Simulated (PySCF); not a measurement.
Levels of La⁴⁴⁺ from EOM-EA-GCCSD

Reference: closed-shell La⁴⁵⁺, [Ne] 3s2; one electron is added. Calculated with PySCF 2.14, two-component X2C-1e with screened spin-orbit coupling, an even-tempered Gaussian basis (18 s from 3.7 bohr⁻², ratio 2.6; 14 p from 4.8 bohr⁻², ratio 2.6; 6 d from 4.9 bohr⁻², ratio 2.8; 4 f from 69 bohr⁻², ratio 2.8); frozen 1s2; the 54 highest virtual spinors dropped; of the others 56 kept and the rest restored at second order. No Breit or QED terms. Binding energies in eV.

```
level  Koopmans  second order  EOM-CCSD
3p1/2    3516.9        3518.8    3518.3
3p3/2    3407.9        3410.4    3410.4
3d3/2    3246.8   near a pole    3242.1
3d5/2    3223.0   near a pole    3228.4
```

Electric-dipole lines between these computed levels:

| lower | upper | ΔE (eV) | vacuum wavelength (nm) |
| --- | --- | --- | --- |
| 3p1/2 | 3d3/2 | 276.23 | 4.488 |
| 3p3/2 | 3d3/2 | 168.33 | 7.365 |
| 3p3/2 | 3d5/2 | 182.07 | 6.810 |

In EOM-CCSD the overlap with the one-orbital guess is low for 3d3/2 (weight 0.82), 3d5/2 (weight 0.78). That can mean mixing with two-particle, one-hole states, where second order and EOM-CCSD lose accuracy, or only a rotation among the degenerate components of the shell; the terms of those configurations are not listed.

For comparison, the ionisation energy of La⁴⁴⁺ is 3515 ± 4 eV (theoretical estimate listed by NIST; NIST Atomic Spectra Database, ionization energies).

Only part of the computed levels is shown.
